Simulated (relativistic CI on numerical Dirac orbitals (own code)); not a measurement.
# Ni²⁺ in a cubic cluster: L2,3 absorption with charge transfer

Computed with a charge-transfer multiplet model of a cubic metal-ligand cluster with up to 2 ligand holes, Slater and spin-orbit integrals from Dirac-Coulomb-Breit ions, Slater integrals scaled by 0.8. The ground state mixes d8 with configurations of k ligand holes L, whose averages lie at kΔ + k(k − 1)U_dd/2; a core hole lowers each added d electron by U_cd. 300 K, Lorentzian 0.4 eV and Gaussian 0.3 eV FWHM.

Atomic integrals in eV (Slater integrals scaled, ζ unscaled), ground: F2dd 9.736, F4dd 6.042, zeta_d 0.080; with the core hole: F2dd 9.736, F4dd 6.042, zeta_d 0.103, zeta_core 11.413, F2cd 6.198, G1cd 4.674, G3cd 2.657.

Cluster parameters (eV): Δ = 2.6, U_dd = 6.2, U_cd = 7.8, 10Dq(ligand) = 0.9, V(eg) = 1.4, V(t2g) = -0.72, final-state hopping factor = 0.8.

```csv
Case,n_d,d8,d9L,d10L2,S
10Dq = -0.35 eV,8.17,0.84,0.16,0.00,1.00
10Dq = 0.25 eV,8.20,0.81,0.19,0.00,1.00
10Dq = 0.55 eV,8.19,0.82,0.18,0.00,1.00
10Dq = 0.85 eV,8.18,0.83,0.17,0.00,1.00
10Dq = 1.15 eV,8.17,0.84,0.16,0.00,1.00
```

Weights, n_d and S are thermal averages at 300 K. Photon energies count from the first peak over 30 % of the highest in each spectrum, which can be another peak from case to case. The parameters are a model scan and need not match a compound or its usual spin state. A negative ionic 10Dq is a model choice; hopping adds the covalent part of the field. Peaks in eV (height, largest 100):
- 10Dq = -0.35 eV: 0.0 (89), 0.5 (100), 2.8 (10), 3.5 (10), 18.5 (8)
- 10Dq = 0.25 eV: 0.0 (100), 1.2 (23), 2.8 (10), 3.6 (11), 17.3 (19), 18.1 (24)
- 10Dq = 0.55 eV: 0.0 (100), 1.2 (21), 2.8 (8), 3.6 (10), 17.2 (22), 18.0 (23)
- 10Dq = 0.85 eV: 0.0 (100), 1.4 (20), 2.9 (7), 3.7 (9), 17.3 (24), 18.1 (23)
- 10Dq = 1.15 eV: 0.0 (100), 1.4 (18), 3.0 (6), 3.6 (8), 17.2 (25), 18.1 (23)

For the case 10Dq = 0.25 eV, Δ = 2.6 eV is smaller than U_dd = 6.2 eV, the charge-transfer side of the Zaanen-Sawatzky-Allen scheme. With the core hole the configuration with one ligand hole lies at Δ + U_dd − U_cd = 1.0 eV above the one without, against Δ in the ground state. The added d electron screens the hole, so the order of the configurations is kept and charge-transfer satellites are weaker than in photoemission.
